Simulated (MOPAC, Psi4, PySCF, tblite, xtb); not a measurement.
Dimer CO ··· H6Si2 (SMILES [C-]#[O+] and [SiH3][SiH3]), singlet at R = 3.26 Å between the centres of mass, closest contact 2.27 Å (lowest of the rigid-body minima from ten starts at GFN2-xTB). Geometry in Å and degrees:

```
Si
H 1 1.4832
H 1 1.4832 2 108.64
H 1 1.4832 2 108.63 3 -118.01
C 2 2.2678 1 132.08 3 -118.84
O 5 1.1249 2 104.45 1 -6.48
Si 1 2.3443 2 110.30 5 2.16
H 7 1.4832 1 110.30 2 179.73
H 7 1.4832 8 108.64 1 121.00
H 7 1.4832 8 108.63 9 118.01
```

GFN2-xTB (tblite); SAPT0/jun-cc-pVDZ, frozen core (Psi4); BLYP/def2-TZVP, counterpoise-corrected (Psi4); BLYP-D3(BJ)/def2-TZVP, counterpoise-corrected (Psi4); PBE/def2-TZVP, counterpoise-corrected (Psi4); PBE-D3(BJ)/def2-TZVP, counterpoise-corrected (Psi4); HF/aug-cc-pVDZ, counterpoise-corrected (Psi4); MP2/aug-cc-pVDZ = DF-MP2/aug-cc-pVDZ, frozen core, counterpoise-corrected (Psi4); SCS-MP2/aug-cc-pVDZ = DF-SCS-MP2/aug-cc-pVDZ, frozen core, counterpoise-corrected (Psi4); AM1, restricted, heats of formation (MOPAC); PM3, restricted, heats of formation (MOPAC); GFN1-xTB (xtb); RKS-B3LYP/6-31G* = PySCF with restricted B3LYP/6-31G*, spherical d, no counterpoise correction; RMP2/3-21G = restricted MP2 (frozen core)/3-21G, no counterpoise correction in PySCF; RHF/6-31G* = restricted Hartree-Fock/6-31G*, spherical d, no counterpoise correction (PySCF); RHF/LANL2DZ = restricted Hartree-Fock/LANL2DZ, with its core potentials past Ne, no counterpoise correction run with PySCF.

Q: What interaction energy does each level give?

A: 
```json
[
 {"method": "GFN1-xTB", "E_int / kcal/mol": "-4.58"},
 {"method": "GFN2-xTB", "E_int / kcal/mol": "-2.00"},
 {"method": "PBE-D3(BJ)/def2-TZVP", "E_int / kcal/mol": "1.38"},
 {"method": "RMP2/3-21G", "E_int / kcal/mol": "1.44"},
 {"method": "BLYP-D3(BJ)/def2-TZVP", "E_int / kcal/mol": "1.74"},
 {"method": "PBE/def2-TZVP", "E_int / kcal/mol": "2.98"},
 {"method": "SAPT0/jun-cc-pVDZ", "E_int / kcal/mol": "3.02"},
 {"method": "RKS-B3LYP/6-31G*", "E_int / kcal/mol": "3.08"},
 {"method": "PM3", "E_int / kcal/mol": "3.33"},
 {"method": "MP2/aug-cc-pVDZ", "E_int / kcal/mol": "3.43"},
 {"method": "SCS-MP2/aug-cc-pVDZ", "E_int / kcal/mol": "4.21"},
 {"method": "BLYP/def2-TZVP", "E_int / kcal/mol": "5.12"},
 {"method": "RHF/6-31G*", "E_int / kcal/mol": "5.26"},
 {"method": "AM1", "E_int / kcal/mol": "5.29"},
 {"method": "RHF/LANL2DZ", "E_int / kcal/mol": "5.56"},
 {"method": "HF/aug-cc-pVDZ", "E_int / kcal/mol": "6.26"}
]
```
